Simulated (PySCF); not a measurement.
H2SSe. Atoms are numbered in the order given.

```xyz
4

Se     0.1958    -0.5645     0.3962
H     -0.2954    -1.5660    -0.5680
S     -0.3011     1.2097    -0.7870
H     -1.5437     1.4039    -0.3099
```
Charge 0, spin multiplicity 1.

Coordinates come from a PBE0-D3(BJ)/def2-TZVP optimisation.

Method: HF/def2-TZVPD (PySCF).

| Property | Result |
|---|---|
| total energy | -2798.55524 hartree |
| highest occupied level | -9.86 eV |
| lowest empty level | 1.00 eV |
| orbital gap | 10.86 eV |
| dipole moment | 0.231 e·Å |
| quadrupole, principal values (traceless, Buckingham form, about the centre of nuclear charge) | -3.20, -0.46, 3.65 D·Å |
| mean static polarisability | 50.2 bohr³ (7.44 Å³) |
| polarisability, principal values | 42.7, 43.1, 64.8 bohr³ |
